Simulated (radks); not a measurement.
Q: Fe2+, 24 electrons, occupied as [Ar] 3d5 4p1 (not the ground configuration). All-electron calculation, scalar-relativistic Kohn-Sham, BLYP, spin-polarised, spherical densities, finite nucleus; open shells are filled with parallel spins first; Fermi nuclear charge, rms radius 3.7377 fm. Program: a radial shooting solver on a logarithmic mesh with Libxc functionals. Some entries of the table are withheld. Estimate them.

orbital,occ.,eigenvalue (eV),r(max) (bohr),<r^2> (bohr^2)
1s up,1,-7027.512,0.03826,0.004595
1s down,1,-7027.472,0.03826,0.004595
2s up,1,-847.7084,0.2225,0.08435
2s down,1,-845.1185,0.2223,0.08399
2p up,3,-726.3340,0.1798,0.06836
2p down,3,-724.3343,0.1796,0.06798
3s up,1,-122.4556,0.6981,(1)
3s down,1,-116.5768,0.6997,(2)
3p up,3,-88.3073,0.7088,0.8371
3p down,3,-82.5948,0.7114,0.8564
3d up,5,-34.7215,0.6910,1.251
3d down,0,-29.4887,0.7028,1.398
4p up,1,-17.2913,(3),8.621

A: 
(1) 3s up <r^2> (bohr^2): 0.7440
(2) 3s down <r^2> (bohr^2): 0.7540
(3) 4p up r(max) (bohr): 2.402
